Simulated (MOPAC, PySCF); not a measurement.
C2H4OS, SMILES `CC(=O)S` (O–C–S–H torsion 0°), neutral singlet in the gas phase. 

Z-matrix (Å, degrees):
```
C
O 1 1.1989
C 1 1.5083 2 124.61
H 3 1.0875 1 109.14 2 0.00
H 3 1.0914 4 109.94 1 120.82
H 3 1.0914 4 109.94 5 118.36
S 1 1.8081 2 122.66 3 179.98
H 7 1.3429 1 94.19 2 0.01
```
Charge 0, spin multiplicity 1.

All levels are single points at this geometry (B3LYP-D3(BJ)/def2-TZVP); Pople sets use spherical d functions. Orbital energies aren't observables, and empty levels follow the basis.

BP86/6-31G* in PySCF gives HOMO (eV) = -6.07.

Q: Estimate the HOMO (eV) from each of these levels: TPSSh-D3(BJ)/def2-TZVP in PySCF; B3LYP/6-311+G** in PySCF; HF/STO-3G in PySCF; AM1 in MOPAC; PM6 in MOPAC.

A: 
| level | HOMO (eV) |
|---|---|
| TPSSh-D3(BJ)/def2-TZVP in PySCF | -6.89 |
| B3LYP/6-311+G** in PySCF | -7.57 |
| HF/STO-3G in PySCF | -7.58 |
| AM1 in MOPAC | -9.89 |
| PM6 in MOPAC | -9.96 |
